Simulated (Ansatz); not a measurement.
The cluster Ca4Se3 (the lowest singlet isomer of a short search), 7 atoms. Hardware: 4 threads of Arm Neoverse V1 on a shared host.

Correlated methods freeze 47 core orbitals; core or outer-core shells of Ca, Se are correlated, in sets that lack core-valence functions.

(1) How many basis functions does each of these Ansatz runs have, and roughly what does it cost? PBE-D4/def2-SVP, charge 0 singlet, energy, from earlier orbitals; BHLYP-D4/def2-TZVP, charge 0 singlet, energy, from earlier orbitals; PBE0-D4/def2-TZVP, charge 0 singlet, energy, from earlier orbitals; PBE-D4/def2-TZVP, charge 0 singlet, energy and forces, from earlier orbitals; PBE-D4/def2-SVP, charge 0 singlet, relaxation, 9 steps; revPBE-D4/def2-TZVP, charge 0 singlet, energy, from earlier orbitals; RPA@PBE/def2-TZVP, charge 0 singlet, energy, from earlier orbitals; BLYP-D4/def2-TZVP, charge 0 singlet, energy, from earlier orbitals; r2SCAN-D4/def2-TZVP, charge 0 singlet, energy, from earlier orbitals; PBE0-D4/def2-SVP, charge 0 singlet, energy, from earlier orbitals.

Answers

(1) Other jobs shared the machine, so times can vary by a factor of up to 3. A dash marks memory too small to be measured apart from the calling script's.

```
                                                                         run  functions  fitting or Cholesky vectors  wall time  peak host memory (GiB)
            PBE-D4/def2-SVP, charge 0 singlet, energy, from earlier orbitals        192                         2174      5.5 s                       –
          BLYP-D4/def2-TZVP, charge 0 singlet, energy, from earlier orbitals        288                         2629       10 s                    0.81
        revPBE-D4/def2-TZVP, charge 0 singlet, energy, from earlier orbitals        288                         2629       10 s                    0.81
           PBE0-D4/def2-SVP, charge 0 singlet, energy, from earlier orbitals        192                         2017       11 s                    0.84
PBE-D4/def2-TZVP, charge 0 singlet, energy and forces, from earlier orbitals        288                         2629       12 s                    0.81
         BHLYP-D4/def2-TZVP, charge 0 singlet, energy, from earlier orbitals        288                         2502       21 s                     1.5
        r2SCAN-D4/def2-TZVP, charge 0 singlet, energy, from earlier orbitals        288                         2629       25 s                    0.87
          RPA@PBE/def2-TZVP, charge 0 singlet, energy, from earlier orbitals        288                         2502       26 s                     1.2
          PBE0-D4/def2-TZVP, charge 0 singlet, energy, from earlier orbitals        288                         2502       28 s                     1.5
                      PBE-D4/def2-SVP, charge 0 singlet, relaxation, 9 steps        192                         2174       47 s                       –
```
